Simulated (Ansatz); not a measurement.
Reaction (cleavage of the Si–Al bond): `C[SiH](O)[AlH][OH]` + H₂S → `C[SiH](O)S` + `[OH][AlH2]`

Program: Ansatz. Geometries: PBE0-D4/def2-TZVP. ΔE: electronic, gas phase. CBS: MP2 limit from def2 TZ/QZ plus the TZ coupled-cluster correction, frozen cores. This one scheme is used for every species. One conformer a species, not always the lowest.

```tsv
species	CCSD(T)/def2-SVP energy (Eh)
`C[SiH](O)[AlH][OH]`	-723.04284
H₂S	-398.73539
`C[SiH](O)S`	-803.09752
`[OH][AlH2]`	-318.71237
```

(1) Work out ΔE.

Largest T1 diagnostic among the species: 0.012.

## Answers

(1) ΔE = (-803.09752) + (-318.71237) − (-723.04284) − (-398.73539) = -0.03166 Eh = -19.9 kcal/mol. CCSD(T)/CBS gives -21.3 kcal/mol.

From BLYP to BHLYP (50 % exact exchange), in def2-TZVPP and without D4, ΔE moves by −2.6 kcal/mol. At CCSD(T), def2-SVP lies +1.5 kcal/mol from the extrapolated value and def2-TZVPP +0.5 kcal/mol.
